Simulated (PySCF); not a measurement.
# Electronic structure of Al (aluminium, neutral) at the wB97X-V level

Configuration: [Ne] 3s1 3p1 4s1, high-spin 4P determinant (an excited configuration). All numbers are calculated (PySCF 2.14, the non-relativistic Hamiltonian (point nucleus), in aug-cc-pwCVDZ (6s5p3d, 36 functions)).

```json
{
 "Total energy": "-242.0323 hartree",
 "One-electron energy": "-334.1236 hartree",
 "Hartree (Coulomb) energy": "110.4953 hartree",
 "Exchange-correlation energy": "-18.4040 hartree",
 "Kinetic energy": "241.27581 hartree",
 "⟨S²⟩": "3.7500",
 "⟨L²⟩": "2.023",
 "Sum of ⟨r⟩": "17.08 bohr",
 "Sum of ⟨r²⟩": "69.54 bohr²",
 "Traceless quadrupole moment −½Σ⟨3z² − r²⟩ along its main axis": "-2.84 e·bohr²",
 "Density at the nucleus (Gaussians lack the cusp)": "1360 bohr⁻³",
 "Spin density at the nucleus": "3.93 bohr⁻³",
 "Langevin diamagnetic susceptibility": "-55.1 ×10⁻⁶ cm³/mol"
}
```

```tsv
shell	electrons	mean orbital energy (hartree)	spread (hartree)	rms radius, mean of both spins (bohr)
1s α	1	-56.30157	0	0.140
1s β	1	-56.29344	0	0.140
2s α	1	-4.46404	0	0.683
2s β	1	-4.45218	0	0.683
2p α	3	-3.00758	0.00532	0.677
2p β	3	-2.99650	0.01400	0.677
3s α	1	-0.57080	0	2.54
3p α	1	-0.34344	0	3.15
4s α	1	-0.10386	0	7.03
```

The outer electron is Rydberg-like, and this basis confines it to a smaller radius and binds it less than a complete one would.
